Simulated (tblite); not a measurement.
C3H14OSi3.
Bonds: C1–C2, C2–C3, C3–Si4, Si4–Si5, Si5–O6, O6–Si7. Hydrogens: H8, H9, H10 on C1; H11, H12 on C2; H13, H14 on C3; H15, H16 on Si4; H17, H18 on Si5; H19, H20, H21 on Si7.

Structure optimised with GFN2-xTB, isolated species.

**Question.** What internal coordinates does the optimisation give?

**Answer.** 
| bond | length (Å) |
| --- | --- |
| C1–C2 | 1.525 |
| C2–C3 | 1.526 |
| C3–Si4 | 1.907 |
| Si4–Si5 | 2.307 |
| Si5–O6 | 1.627 |
| O6–Si7 | 1.614 |
| C1–H8, C1–H9, C1–H10 | 1.088 |
| C2–H11, C2–H12 | 1.093 |
| C3–H13, C3–H14 | 1.092 |
| Si4–H15, Si4–H16 | 1.476 |
| Si5–H17, Si5–H18 | 1.470 |
| Si7–H19, Si7–H20, Si7–H21 | 1.461 |

Bonds in one row agree within 0.01 Å and their mean is given. A selection of angles:
| angle | degrees |
| --- | --- |
| C2–C1–H8 | 110.9 |
| C2–C1–H9 | 110.4 |
| H8–C1–H9 | 108.4 |
| C1–C2–C3 | 112.0 |
| C1–C2–H11 | 109.1 |
| C3–C2–H11 | 109.3 |
| H11–C2–H12 | 107.6 |
| C2–C3–Si4 | 113.2 |
| C2–C3–H13 | 108.8 |
| Si4–C3–H13 | 109.6 |
| H13–C3–H14 | 106.2 |
| C3–Si4–Si5 | 111.1 |
| C3–Si4–H15 | 106.3 |
| Si5–Si4–H15 | 113.1 |
| Si5–Si4–H16 | 114.7 |
| H15–Si4–H16 | 104.6 |
| Si4–Si5–O6 | 107.3 |
| Si4–Si5–H17 | 116.3 |
| Si4–Si5–H18 | 116.5 |
| O6–Si5–H17 | 102.7 |
| O6–Si5–H18 | 105.6 |
| H17–Si5–H18 | 107.1 |
| Si5–O6–Si7 | 161.2 |
| O6–Si7–H19 | 107.9 |
| O6–Si7–H21 | 104.8 |
| H19–Si7–H20 | 111.2 |
| H20–Si7–H21 | 112.6 |

Dihedral angles: C1–C2–C3–Si4 180° (antiperiplanar); C2–C3–Si4–Si5 64° (synclinal); C3–Si4–Si5–O6 -157° (antiperiplanar); Si4–Si5–O6–Si7 68° (synclinal). The mirror-image conformer, all signs reversed, is as good.

Si7 (oxygen-bound silicon) is distorted tetrahedral (angles from 104.8° to 112.6°). Si4 (SiH2 silicon) is distorted tetrahedral (angles from 104.6° to 114.7°). Of the pairs four or more bonds apart, Si5···H12 is among the closest relative to their van der Waals radii: 3.33 Å, 101 % of the sum of Bondi's values. Si5 (oxygen-bound silicon) is distorted tetrahedral (angles from 102.7° to 116.5°).

Point group: C1 (no symmetry element, even within 0.4 Å). GFN2-xTB frequencies show an imaginary mode (22i cm⁻¹), so the point is no minimum at that level.

Time: 3.1 s of wall time. Hardware: one thread, Arm Neoverse N1 (aarch64), no GPU, shared host. That covers the optimisation of the geometry.

The numbers are calculated, not measured.
